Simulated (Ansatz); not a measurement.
Gas-phase electronic energies from Ansatz, PBE0-D4/def2-TZVP geometries. CBS: MP2 limit from def2 TZ/QZ plus the TZ coupled-cluster correction, frozen cores. DFT in def2-TZVPP. One conformer a species, not always the lowest.

Reaction (cleavage of the Si–Si bond): `C[SiH](F)[SiH2]O` + `OCS` → `O[SiH2]OCS` + `C[SiH2]F`

```csv
level,ΔE (kJ/mol),difference from CCSD(T)/CBS
PBE-D4,-121.4,22.6
r2SCAN-D4,-141.1,2.9
PBE0-D4,-127.9,16.1
ωB97X-V,-140.1,3.9
ωB97M-V,-147.5,-3.5
PBE,-119.4,24.6
r2SCAN,-140.7,3.3
PBE0,-126.3,17.7
HF/def2-TZVPP,-156.8,-12.8
MP2/def2-TZVPP,-154.9,-10.9
CCSD/def2-TZVPP,-146.4,-2.4
CCSD(T)/def2-TZVPP,-146.1,-2.1
HF/def2-QZVPP,-157.8,-13.8
MP2/def2-QZVPP,-154.0,-10.0
HF/CBS(def2),-157.9,-13.9
CCSD/CBS(def2),-144.2,-0.2
CCSD(T)/CBS,-144.0,0
```

Largest T1 diagnostic among the species: 0.012.

From PBE to PBE0 (25 % exact exchange), in def2-TZVPP and without D4, ΔE moves by −6.9 kJ/mol. The D4 term adds −3.4 kJ/mol with B3LYP and −1.6 kJ/mol with PBE0; it sums over pairs of atoms, weighted by their polarisabilities, and B3LYP, whose exchange is more repulsive, gets the larger term.

B3LYP here is the variant with VWN-RPA as its local correlation; programs differ in this.
